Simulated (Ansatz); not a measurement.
Consider the isomerisation: `B[SiH2]OC[SiH3]` → `C[SiH2]OB[SiH3]`.

Gas-phase electronic energies from Ansatz, PBE0-D4/def2-TZVP geometries. CCSD(T)/CBS adds triple-zeta CCSD(T) − MP2 to the extrapolated MP2 energy (def2 sets, frozen cores). DFT in def2-TZVPP. B3LYP here is the variant with VWN-RPA as its local correlation; programs differ in this. Each species was taken in one conformer, which may not be the lowest.

`B[SiH2]OC[SiH3]`:

Cartesian coordinates in Å:
```
B -1.513 -1.361 1.863
Si -0.916 0.514 1.477
O -0.308 0.770 -0.040
C 0.829 0.054 -0.496
Si 1.141 0.494 -2.306
H -2.089 -1.582 2.890
H -1.316 -2.293 1.140
H 0.127 0.846 2.503
H -2.041 1.476 1.618
H 1.715 0.303 0.105
H 0.679 -1.031 -0.402
H 1.389 1.952 -2.441
H -0.035 0.113 -3.130
H 2.337 -0.254 -2.782
```

`C[SiH2]OB[SiH3]`:

Z-matrix (Å, degrees):
```
C
Si 1 1.857
H 1 1.094 2 109.3
H 1 1.092 2 111.6 3 -119.4
H 1 1.092 2 111.6 3 119.4
O 2 1.667 1 112.4 3 -180.0
H 2 1.484 1 111.1 3 61.1
H 2 1.484 1 111.2 3 -61.0
B 6 1.344 2 134.3 1 -0.4
Si 9 2.032 6 120.6 2 -180.0
H 9 1.210 6 119.2 2 0.1
H 10 1.492 9 109.7 6 121.6
H 10 1.492 9 109.7 6 -121.4
H 10 1.489 9 113.8 6 0.1
```

```
             level  ΔE (eV)  difference from CCSD(T)/CBS
            PBE-D4    -2.71                         0.03
         r2SCAN-D4    -2.78                        -0.04
          B3LYP-D4    -2.71                         0.03
            B2PLYP    -2.76                        -0.02
             B3LYP    -2.73                         0.01
    MP2/def2-TZVPP    -2.80                        -0.06
    MP2/def2-QZVPP    -2.81                        -0.07
SCS-MP2/def2-QZVPP    -2.74                         0.00
      HF/CBS(def2)    -2.67                         0.07
     MP2/CBS(def2)    -2.81                        -0.07
       CCSD(T)/CBS    -2.74                            0
```

Largest T1 diagnostic among the species: 0.013.

In def2-TZVPP, CCSD(T) changes the Hartree–Fock value by −0.07 eV (the triples alone add −0.01 eV) and MP2 by −0.14 eV.
